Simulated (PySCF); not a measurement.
# How the method moves the HOMO and LUMO of `C=CBSC`

Species: C₃H₇BS.
Structure used (PBE0-D3(BJ)/def2-SVP), in Å, numbered top down from 1:
```xyz
12
C3H7BS angstrom
C      2.6030    0.1529   -0.6546
C      1.3550   -0.1699   -1.0337
B      0.1425    0.0727   -0.1067
S     -1.4784   -0.3894   -0.6673
C     -2.5789    0.0755    0.6997
H      3.4742   -0.0119   -1.2983
H      2.7989    0.5990    0.3267
H      1.2200   -0.6137   -2.0286
H      0.2743    0.5668    0.9903
H     -2.6072    1.1667    0.8182
H     -3.5863   -0.2839    0.4521
H     -2.2505   -0.3902    1.6377
```

Basis pcSseg-2 throughout (PySCF), one geometry. Geometry: PBE0-D3(BJ)/def2-SVP, one conformer, isolated molecule.

**Question.** How do the orbital energies, the gap and the dipole change with the method?

**Answer.** 
```
   method                    kind  HOMO (eV)  LUMO (eV)  gap (eV)  μ (D)  SCF cycles
     BLYP                     GGA      -6.02      -2.29      3.73   0.94          16
    B97-D                     GGA      -6.13      -2.32      3.81   0.96          15
      PBE                     GGA      -6.20      -2.47      3.73   0.97          16
     OPBE                     GGA      -6.20      -2.38      3.82   0.98          15
      KT2                     GGA      -6.23      -2.44      3.79   0.97          16
      KT3                     GGA      -6.23      -2.39      3.84   0.94          16
     BP86                     GGA      -6.28      -2.54      3.74   0.98          16
      LDA                     LDA      -6.34      -2.69      3.65   1.03          15
    B97-2           global hybrid      -7.01      -1.58      5.42   1.00          14
    B3LYP           global hybrid      -7.02      -1.75      5.27   0.98          14
     PBE0           global hybrid      -7.25      -1.58      5.67   1.01          14
 mPW1PW91           global hybrid      -7.26      -1.58      5.68   1.01          13
BHandHLYP           global hybrid      -8.16      -0.54      7.62   1.06          12
CAM-B3LYP  range-separated hybrid      -8.49      -0.48      8.01   1.03          12
  wB97X-D  range-separated hybrid      -9.02       0.19      9.21   1.05          13
       HF            Hartree–Fock      -9.60       1.93     11.53   1.24          11
  LC-wPBE  range-separated hybrid      -9.84       0.58     10.42   1.09          13
```

The HOMO spans 3.82 eV, from BLYP down to LC-wPBE, and the gap runs from 3.65 eV (LDA) to 11.53 eV (HF). Over the methods BLYP (0 %), B97-D (0 %), PBE (0 %), OPBE (0 %), KT2 (0 %), KT3 (0 %), BP86 (0 %), LDA (0 %), B97-2 (21 %), B3LYP (20 %), PBE0 (25 %), mPW1PW91 (25 %), BHandHLYP (50 %), HF (100 %), a straight line through the gap against the share of exact exchange rises by 0.78 eV for each 10 % (correlation coefficient 1.000). The dipole ranges from 0.94 D (KT3) to 1.24 D (HF). This basis has no diffuse functions.
